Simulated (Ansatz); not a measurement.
Reaction (cleavage of the Si–Si bond): `O[SiH](Cl)[Si](O)(O)O` + `O[SiH](O)S` → `O[SiH](O)S[SiH](O)Cl` + `O[SiH](O)O`

Isolated molecules relaxed with PBE0-D4/def2-TZVP in Ansatz; ΔE leaves out vibrations. CCSD(T)/CBS is the MP2 limit (def2-TZVPP, def2-QZVPP) plus CCSD(T) − MP2 in def2-TZVPP, frozen cores. DFT in def2-TZVPP. B3LYP here is the variant with VWN-RPA as its local correlation; programs differ in this. Each species was taken in one conformer, which may not be the lowest.

```tsv
level	ΔE (kcal/mol)	difference from CCSD(T)/CBS
PBE-D4	-18.9	3.4
ωB97X-V	-20.7	1.6
ωB97M-V	-22.5	-0.2
B2PLYP	-21.3	1.0
PBE	-18.3	4.0
PBE0	-19.8	2.5
B3LYP	-19.3	3.0
HF/def2-TZVPP	-21.7	0.6
MP2/def2-TZVPP	-24.4	-2.1
CCSD/def2-TZVPP	-21.2	1.1
CCSD(T)/def2-TZVPP	-21.6	0.7
HF/def2-QZVPP	-21.9	0.4
MP2/def2-QZVPP	-24.9	-2.6
SCS-MP2/def2-QZVPP	-23.7	-1.4
HF/CBS(def2)	-21.9	0.4
CCSD/CBS(def2)	-22.0	0.3
CCSD(T)/CBS	-22.3	0
```

Largest T1 diagnostic among the species: 0.012.

The D4 term adds −1.1 kcal/mol with B3LYP and −0.5 kcal/mol with PBE0; it sums over pairs of atoms, weighted by their polarisabilities, and B3LYP, whose exchange is more repulsive, gets the larger term. From PBE to PBE0 (25 % exact exchange), in def2-TZVPP and without D4, ΔE moves by −1.5 kcal/mol.
